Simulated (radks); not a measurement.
The numbers below are computed, except where a source is named.
Excited configurations of Zr3+: one electron is placed in a higher orbital outside [Kr]. The ground configuration is [Kr] 4d1. Code: a radial shooting solver on a logarithmic mesh with Libxc functionals. Model: Dirac Kohn-Sham, PBEsol, spin-unpolarised, spherical densities, finite nucleus; open shells are shared between the two j in proportion to 2j + 1; Fermi nuclear charge, rms radius 4.2694 fm. Excitation = E - E(ground); binding = E(ion) - E, where the ion is the core of charge +4; n* = 4/sqrt(2 binding) in atomic units, and the quantum defect is n - n*. Eigenvalue and <r> are those of j = l + 1/2.

| outer orbital | excitation (eV) | binding (eV) | quantum defect | eigenvalue (eV) | <r> (bohr) |
|---|---|---|---|---|---|
| 4f | 19.487 | 14.677 | 0.149 | -12.052 | 3.846 |
| 5s | 4.606 | 29.558 | 2.286 | -25.976 | 2.851 |
| 5d | 17.647 | 16.517 | 1.370 | -14.363 | 4.357 |
| 5f | 24.298 | 9.866 | 0.303 | -8.474 | 6.760 |
| 6s | 18.310 | 15.854 | 2.294 | -14.126 | 5.272 |
| 6p | 20.536 | 13.628 | 2.003 | -12.039 | 5.925 |
| 6d | 23.915 | 10.249 | 1.391 | -9.021 | 7.426 |
| 6f | 27.274 | 6.890 | 0.379 | -6.059 | 10.48 |
| 7s | 24.251 | 9.913 | 2.314 | -8.892 | 8.396 |
| 7p | 25.369 | 8.795 | 2.025 | -7.848 | 9.261 |
| 7d | 27.159 | 7.005 | 1.425 | -6.239 | 11.19 |
| 7f | 29.114 | 5.050 | 0.435 | -4.497 | 14.94 |

The Delta-SCF ionisation energy is 34.164 eV (NIST Atomic Spectra Database: 34.418 eV, measured). Self-interaction in the functional shifts the binding energies and quantum defects, so they are the method's values and not measured ones. Spin polarisation and multiplet splitting are left out, so open shells lie too high by an amount that depends on their filling. Sharing an open shell by 2j + 1 raises it above the true ground level by a part of the spin-orbit splitting, which enters the differences from NIST.

Beside tabulated values, note that spin-unpolarised runs miss the spin-polarisation part of the exchange energy of open shells.
